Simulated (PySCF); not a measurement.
# Correlation energy of V⁺ (vanadium, charge +1)

[Ar] 3d3 4p1, one real determinant (an excited configuration). All numbers are calculated (PySCF 2.14, the non-relativistic Hamiltonian (point nucleus), in aug-cc-pVDZ (7s6p4d2f, 59 functions)). Frozen: [Ar]; 4 electrons correlated.

```json
{"level": "CCSD", "correlation energy (mhartree)": "-24.28"}
{"level": "(T)", "correlation energy (mhartree)": "-0.74"}
{"level": "CCSD(T)", "correlation energy (mhartree)": "-25.02"}
```

Diagnostics: T1 = 0.0090, D1 = 0.0174, largest double amplitude 0.094.

The real determinant used has ⟨L²⟩ near 14 against 20 for a pure G term, so it mixes terms.

Cost of the coupled-cluster step: of the order of 1.6 core-seconds, for 4 correlated electrons.

The reference is one real determinant that mixes LS terms of this configuration.
